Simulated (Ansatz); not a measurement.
Reactions of `C=C(F)BO`.

Gas-phase electronic energies from Ansatz, PBE0-D4/def2-TZVP geometries. CCSD(T)/CBS adds triple-zeta CCSD(T) − MP2 to the extrapolated MP2 energy (def2 sets, frozen cores). This one scheme is used for every species. Double bonds are as drawn, so ΔE can hold a change between cis and trans. Each species was taken in one conformer, which may not be the lowest.

Task: Order these by ΔE at CCSD(T)/CBS, lowest first. (An estimate is asked.)
A. `C=C(F)BO` + `[AlH3]` → `C=[C]([AlH2])BO` + H–F
B. `C=C(F)BO` + `[CH3][Al]([OH])[SiH3]` → `[CH3][Al]([SiH3])[BH]O` + `C=C(O)F`
C. `C=C(F)BO` + HCl → `C=C(F)BCl` + H₂O
D. `C=C(F)BO` + fluoromethane → `OBCF` + `C=CF`
E. `C=C(F)BO` → `O/C=C/BF`
F. `C=C(F)BO` → `B/C=C(/O)F`
G. `C=C(F)BO` + `FCCl` → `OBCCl` + `C=C(F)F`

Result: A (-0.76 eV), E (-0.37 eV), G (-0.11 eV), D (+0.34 eV), C (+0.50 eV), F (+1.73 eV), B (+2.74 eV).

Largest T1 diagnostic: 0.014, for `[CH3][Al]([SiH3])[BH]O`.
